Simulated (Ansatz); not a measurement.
Species: C$_{7}$H$_{13}$, charge 0, multiplicity 2. It need not be the lowest isomer of its formula. 
Coordinates optimised at B3LYP-D3(BJ)/def2-TZVP (Ansatz, a first-principles code):
```
C
C 1 1.3108
C 1 1.4718 2 141.70
H 3 1.1026 1 107.30 2 0.00
C 2 1.5084 1 122.26 3 -180.00
H 5 1.0886 2 111.44 1 0.00
H 5 1.0945 6 108.56 2 -122.05
H 5 1.0945 6 108.56 7 -115.90
C 2 1.5155 1 122.54 3 0.00
H 9 1.0889 2 112.29 1 0.00
H 9 1.0940 10 108.30 2 122.10
H 9 1.0940 10 108.30 11 115.79
C 3 1.5355 4 107.57 1 120.11
H 13 1.0904 3 111.06 4 -60.30
H 13 1.0917 14 108.03 3 121.23
H 13 1.0919 14 108.51 15 117.12
C 3 1.5355 4 107.57 1 -120.11
H 17 1.0904 3 111.06 4 60.30
H 17 1.0917 18 108.03 3 -121.23
H 17 1.0919 18 108.51 19 -117.12
```
Charge 0, spin multiplicity 2.

Property: atomisation energy (electronic, to ground-state atoms), in kcal/mol. Valence correlation only, unless marked. Open shells are spin-unrestricted. No spin-orbit coupling. No relativistic terms. The coupled-cluster limit lacks core correlation, which all-electron functionals hold. CBS(X,Y): correlation extrapolated as X^-3; Hartree-Fock from the larger set. The bracket is a focal-point correction in the basis named.

```
level                           program  atomisation energy (kcal/mol)
-----------------------  --------------  -----------------------------
BLYP-D4/def2-TZVPD       Ansatz + dftd4                         1921.4
B3LYP-D3(BJ)/def2-TZVPD  Ansatz + dftd3                         1932.9
PBE0/STO-3G                      Ansatz                         2317.2
HSE06/def2-TZVPD                 Ansatz                         1940.7
MP2/cc-pVDZ                      Ansatz                         1813.5
```

Task: Estimate the value at RI-MP2/CBS(cc-pVTZ,cc-pVQZ)+[CCSD(T)-MP2]/cc-pVTZ as computed with Ansatz.

Result: 1926.3 kcal/mol, so MP2/cc-pVDZ differs from it by -112.8 kcal/mol.
